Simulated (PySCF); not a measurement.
**Electronic absorption of C6H7F**

Compound: C6H7F.
Numbering: `[CH2:1]=[C:2]([CH3:3])[C@@H:4]1[CH:5]=[C:6]1[F:7]` (hydrogens: H8, H9 on C1; H10, H11, H12 on C3; H13 on C4; H14 on C5)

Cartesian coordinates in Å at the GFN2-xTB level; atoms count from 1:
```xyz
14
C6H7F angstrom
C     -1.0358    0.3440   -1.1380
C     -0.5538    0.0284    0.0555
C     -1.4280   -0.3736    1.2044
C      0.9042    0.0424    0.3547
C      1.8870    0.7993   -0.5472
C      1.8943   -0.4904   -0.6257
F      2.3688   -1.5961   -1.1619
H     -0.3901    0.6329   -1.9503
H     -2.0907    0.3260   -1.3478
H     -1.1578   -1.3709    1.5502
H     -2.4754   -0.3741    0.9158
H     -1.2931    0.3153    2.0380
H      1.1362   -0.0390    1.4146
H      2.2334    1.7553   -0.8495
```

Theory: TDDFT wB97X-D/def2-SVPD, vertical, gas phase, core orbitals frozen in the response (PySCF 2.14.0, density-fitted response routines).

```csv
state,λ (nm),E (eV),f,|μ| (D),"main configurations (H = HOMO, L = LUMO)"
S1,196.2,6.32,0.0095,0.63,H→L+1 (74%)
S2,190.9,6.49,0.025,1.00,"H-1→L (73%), H→L (22%)"
S3,187.2,6.62,0.182,2.69,"H→L (58%), H-1→L (18%), H→L+1 (8%)"
S4,177.5,6.99,0.100,1.94,H-1→L+1 (77%)
S5,175.6,7.06,0.023,0.93,H→L+2 (76%)
S6,167.8,7.39,0.034,1.11,"H-1→L+2 (68%), H-1→L+3 (13%)"
S7,155.4,7.98,0.020,0.82,"H-2→L+1 (39%), H→L+3 (20%), H→L+5 (12%)"
S8,155.0,8.00,0.029,0.98,"H→L+3 (66%), H-2→L+1 (8%)"
```

Triplets (Tamm–Dancoff): T1 4.26 eV, H→L (79%), H→L+2 (9%); T2 4.70 eV, H-1→L+1 (82%); T3 6.06 eV, H→L+1 (75%).

The lowest singlet lies at 6.32 eV (196 nm, vacuum ultraviolet) and is weak; its leading configuration is HOMO→LUMO+1 (74%). The strongest level in the table is S3 at 6.62 eV (187 nm, f = 0.182). Löwdin shares by element: HOMO carbon 78% or more (atoms not listed hold the other 22%); LUMO carbon 68% or more (atoms not listed hold the other 31%). Orbital energies (eV): HOMO-3 -11.65, HOMO-2 -11.37, HOMO-1 -9.36, HOMO -8.80, LUMO 1.86, LUMO+1 2.16, LUMO+2 2.35. The listed states span 1.68 eV, and the widest gap between neighbours is 0.59 eV (S6 to S7). Of the 8 states listed, 7 reach f = 0.01 and none stays under 0.0005. Only the lowest 8 singlets were computed, as vertical energies without vibronic structure.

The run took 58 s wall on one thread, Arm Neoverse N1 (aarch64), shared host with 64 logical CPUs at a one-minute load of 60, and the process peaked at 0.83 GiB of memory.

One conformer stands for the species.
